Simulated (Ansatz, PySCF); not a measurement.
BiBr2F. Atoms are numbered in the order given.

```xyz
4

Bi    -0.2628    -0.6617     0.0000
F      1.5752    -1.5482     0.0000
Br     0.1091     0.9836    -2.0134
Br     0.1091     0.9836     2.0134
```

Geometry optimised at B3LYP-D3(BJ)/def2-SVP. The structure was generated by enumeration; whether it is a known compound was not checked. The def2 effective core potentials stand for the cores of Bi; spin–orbit coupling is left out.

Vertical ionisation energy (IE) and electron affinity (EA) in eV. Rows of orbital energies are one-electron estimates. Where ΔSCF, EOM or ADC give a negative EA the extra electron is unbound and the value depends on the basis.

```json
[
 {"level": "−ε(HOMO), −ε(LUMO), HF/def2-TZVP (PySCF)", "IE": "11.08", "EA": "-0.30"},
 {"level": "−ε(HOMO), −ε(LUMO), PBE/def2-TZVP (PySCF)", "IE": "___", "EA": "___"},
 {"level": "ΔSCF, PBE0/def2-SVPD (Ansatz), final states of multiplicity 2 and 2", "IE": "10.51", "EA": "1.20"},
 {"level": "ΔSCF, PBE/def2-SVPD (Ansatz), final states of multiplicity 2 and 2", "IE": "10.13", "EA": "1.10"}
]
```

**Question.** Complete the blanks. (An estimate is asked for; the answer gives what the named calculation found.)

**Answer.** 
- −ε(HOMO), −ε(LUMO), PBE/def2-TZVP (PySCF), IE: 7.24
- −ε(HOMO), −ε(LUMO), PBE/def2-TZVP (PySCF), EA: 3.29

**Question.** What vertical singlet–triplet gap does ΔSCF give with PBE0/def2-SVPD (Ansatz, a first-principles code) and with PBE/def2-SVPD (Ansatz)? (An estimate is asked for; the answer gives what the named calculation found.)

**Answer.** 4.17 and 4.01 eV (triplet above singlet where positive).
